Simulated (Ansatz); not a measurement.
Reaction (substitution at a C–Si bond): `[SiH3][CH2][GeH2][SH]` + H–F → `F[CH2][GeH2][SH]` + SiH₄

Gas-phase electronic energies from Ansatz, PBE0-D4/def2-TZVP geometries. CCSD(T)/CBS adds triple-zeta CCSD(T) − MP2 to the extrapolated MP2 energy (def2 sets, frozen cores). This one scheme is used for every species. Functionals use def2-TZVPP. For Ge outer-core shells are correlated without core-valence functions, which leaves a few kJ/mol of doubt a bond. Scalar relativity is left out up to krypton. One conformer a species, not always the lowest.

`[SiH3][CH2][GeH2][SH]`:

Z-matrix (Å, degrees):
```
Si
C 1 1.874
H 1 1.484 2 110.7
H 1 1.489 2 109.9 3 119.7
H 1 1.487 2 110.3 3 -120.8
Ge 2 1.954 1 113.9 3 75.9
H 2 1.095 1 109.8 3 -163.9
H 2 1.094 1 109.8 3 -46.3
S 6 2.230 2 110.9 1 -42.2
H 6 1.536 2 110.7 1 72.5
H 6 1.540 2 111.1 1 -164.4
H 9 1.343 6 94.6 2 -62.0
```

H–F:

```xyz
2

F    -0.218   -0.380    0.140
H     0.218    0.380   -0.140
```

`F[CH2][GeH2][SH]`:

Cartesian coordinates in Å:
```
F -1.467 -1.045 0.653
C -0.715 0.070 0.988
Ge 0.389 0.599 -0.561
S 1.750 -1.079 -1.071
H -0.079 -0.184 1.839
H -1.399 0.873 1.278
H 1.296 1.784 -0.196
H -0.521 0.948 -1.750
H 0.746 -1.965 -1.180
```

SiH₄:

```xyz
5

Si    0.000    0.000    0.000
H     0.121   -0.412    1.421
H    -1.401   -0.191   -0.453
H     0.907   -0.828   -0.834
H     0.373    1.431   -0.134
```

| level | ΔE (kJ/mol) |
| --- | --- |
| PBE | 96.7 |
| MP2/CBS(def2) | 137.0 |

**Question.** What does CCSD(T)/CBS give? (Best estimate.)

**Answer.** Computed: +122.1 kJ/mol. The listed levels differ from it by -25.4, 14.9 kJ/mol.

Largest T1 diagnostic among the species: 0.011.

The D4 term adds +13.0 kJ/mol with B3LYP and +7.3 kJ/mol with PBE0; it sums over pairs of atoms, weighted by their polarisabilities, and B3LYP, whose exchange is more repulsive, gets the larger term. From PBE to PBE0 (25 % exact exchange), in def2-TZVPP and without D4, ΔE moves by +8.4 kJ/mol. In def2-TZVPP, CCSD(T) changes the Hartree–Fock value by +28.3 kJ/mol (the triples alone add +2.9 kJ/mol) and MP2 by +43.2 kJ/mol.

B3LYP here is the variant with VWN-RPA as its local correlation; programs differ in this.
